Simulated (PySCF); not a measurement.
**Heteronuclear NMR**

Molfile (atoms numbered from 1):
```
C6H8F3OP
     RDKit          3D

 19 18  0  0  0  0  0  0  0  0999 V2000
    2.2397   -1.6421    0.2109 C   0  0  0  0  0  0  0  0  0  0  0  0
    1.4302   -0.6006    0.0497 C   0  0  0  0  0  0  0  0  0  0  0  0
    1.7894    0.6177   -0.7396 C   0  0  0  0  0  0  0  0  0  0  0  0
   -0.2214   -0.7481    0.8276 P   0  0  0  0  0  0  0  0  0  0  0  0
   -1.3077   -0.6318   -0.7109 C   0  0  0  0  0  0  0  0  0  0  0  0
   -2.7026   -0.1466   -0.4738 C   0  0  0  0  0  0  0  0  0  0  0  0
   -0.8795   -1.0312   -1.7574 O   0  0  0  0  0  0  0  0  0  0  0  0
   -0.4621    1.0509    1.3897 C   0  0  0  0  0  0  0  0  0  0  0  0
   -0.5785    1.9704    0.4142 F   0  0  0  0  0  0  0  0  0  0  0  0
    0.5631    1.4385    2.1578 F   0  0  0  0  0  0  0  0  0  0  0  0
   -1.5745    1.1617    2.1324 F   0  0  0  0  0  0  0  0  0  0  0  0
    1.9498   -2.5003    0.7949 H   0  0  0  0  0  0  0  0  0  0  0  0
    3.2183   -1.6732   -0.2399 H   0  0  0  0  0  0  0  0  0  0  0  0
    1.8894    1.4859   -0.0881 H   0  0  0  0  0  0  0  0  0  0  0  0
    1.0253    0.8368   -1.4845 H   0  0  0  0  0  0  0  0  0  0  0  0
    2.7380    0.4603   -1.2474 H   0  0  0  0  0  0  0  0  0  0  0  0
   -3.0721   -0.5166    0.4815 H   0  0  0  0  0  0  0  0  0  0  0  0
   -2.7034    0.9428   -0.4378 H   0  0  0  0  0  0  0  0  0  0  0  0
   -3.3512   -0.4651   -1.2870 H   0  0  0  0  0  0  0  0  0  0  0  0
  1  2  2  0
  2  3  1  0
  2  4  1  0
  4  5  1  0
  5  6  1  0
  5  7  2  0
  4  8  1  0
  8  9  1  0
  8 10  1  0
  8 11  1  0
  1 12  1  0
  1 13  1  0
  3 14  1  0
  3 15  1  0
  3 16  1  0
  6 17  1  0
  6 18  1  0
  6 19  1  0
M  END
```

No solvent, a single conformation, relativity neglected, equivalent nuclei averaged. Coordinates at the GFN2-xTB level; shieldings: GIAO PBE0/pcSseg-1; PySCF.

Q: Where does ¹⁹F resonate?

A: 
| atoms | environment | σ (ppm) | δ (ppm) |
| --- | --- | --- | --- |
| F9/F10/F11 | fluorine of a CF3 group | 232.8 | -49.4 |

Shieldings were converted by a linear fit to measured shifts: ¹⁹F (scatter 6.0 ppm rms, 7.0 ppm with the 5 outliers that the fit left out vs CFCl3, solution or neat liquid, with a term for F on sp3 carbon). A few per cent of atoms miss by over 2 rms, more outside the fitted compound classes.

On a 600 MHz spectrometer ¹⁹F resonates near 564.6 MHz, so 1 ppm is 564.6 Hz.

Q: Predict the ³¹P NMR data.

A: 
| atoms | environment | σ (ppm) | δ (ppm) |
| --- | --- | --- | --- |
| P4 | phosphorus bonded to 3 C | 289.4 | 30.4 |

Shieldings were converted by a linear fit to measured shifts: ³¹P (scatter 18.1 ppm rms vs H3PO4, solution or neat liquid). A few per cent of atoms miss by over 2 rms, more outside the fitted compound classes.

On a 300 MHz spectrometer ³¹P resonates near 121.4 MHz, so 1 ppm is 121.4 Hz.

Q: Predict the ¹⁷O NMR data.

A: 
| atoms | environment | σ (ppm) | δ (ppm) |
| --- | --- | --- | --- |
| O7 | carbonyl oxygen | -409.4 | 639.6 |

Shieldings were converted by a linear fit to measured shifts: ¹⁷O: δ = 266.70 − 0.911σ (rms 10.7 ppm, 155 shifts, 12.2 ppm with the 3 outliers that the fit left out vs liquid water, solution or neat liquid). A few per cent of atoms miss by over 2 rms, more outside the fitted compound classes.

On a 600 MHz spectrometer ¹⁷O resonates near 81.3 MHz, so 1 ppm is 81.3 Hz.
